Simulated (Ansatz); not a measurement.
Consider the redistribution: `[BH2][Zn][F]` + `N[PH][AlH2]` → `N[PH][Zn][F]` + `[BH2][AlH2]`.

Program: Ansatz. Geometries: PBE0-D4/def2-TZVP. ΔE: electronic, gas phase. CBS: MP2 limit from def2 TZ/QZ plus the TZ coupled-cluster correction, frozen cores. This one scheme is used for every species. DFT in def2-TZVPP. B3LYP here is the variant with VWN-RPA as its local correlation; programs differ in this. For Zn outer-core shells are correlated without core-valence functions, which leaves a few kJ/mol of doubt a bond. Scalar relativity is left out up to krypton. Each species was taken in one conformer, which may not be the lowest.

`[BH2][Zn][F]`:

```xyz
5

B     0.849    0.212    0.269
Zn   -1.037   -0.259   -0.329
F    -2.669   -0.666   -0.847
H     1.210    0.035    1.395
H     1.647    0.678   -0.489
```

`N[PH][AlH2]`:

Z-matrix (Å, degrees):
```
N
P 1 1.710
H 1 1.007 2 119.7
H 1 1.008 2 114.2 3 -135.4
Al 2 2.315 1 105.5 3 -56.1
H 2 1.432 1 106.6 3 45.7
H 5 1.588 2 116.5 1 164.3
H 5 1.587 2 121.6 1 -21.2
```

`N[PH][Zn][F]`:

```xyz
7

N    -1.112   -0.565   -0.759
P     0.053    0.689   -0.832
Zn    1.117    0.713    1.184
F     1.867    0.782    2.779
H    -2.059   -0.230   -0.684
H    -0.966   -1.383   -0.191
H     1.100   -0.006   -1.496
```

`[BH2][AlH2]`:

```xyz
6

B    -1.111    0.083    0.021
Al    0.998   -0.074   -0.019
H    -1.712    0.932   -0.577
H    -1.808   -0.670    0.643
H     1.735   -0.957   -1.123
H     1.898    0.686    1.055
```

| species | B3LYP-D4 energy (Eh) |
| --- | --- |
| `[BH2][Zn][F]` | -1905.39720 |
| `N[PH][AlH2]` | -641.62945 |
| `N[PH][Zn][F]` | -2277.35573 |
| `[BH2][AlH2]` | -269.66342 |

Q: Work out ΔE.

A: ΔE = (-2277.35573) + (-269.66342) − (-1905.39720) − (-641.62945) = 0.00750 Eh = +19.7 kJ/mol. CCSD(T)/CBS gives +20.7 kJ/mol.

Largest T1 diagnostic among the species: 0.016.

Leaving LDA and LC-ωPBE aside and taking each functional with its dispersion term where it has one, the values, not all of them listed here, spread over 5.7 kJ/mol, from BLYP-D4 to ωB97M-V. In def2-TZVPP, CCSD(T) changes the Hartree–Fock value by +9.2 kJ/mol (the triples alone add +1.2 kJ/mol) and MP2 by +12.4 kJ/mol.
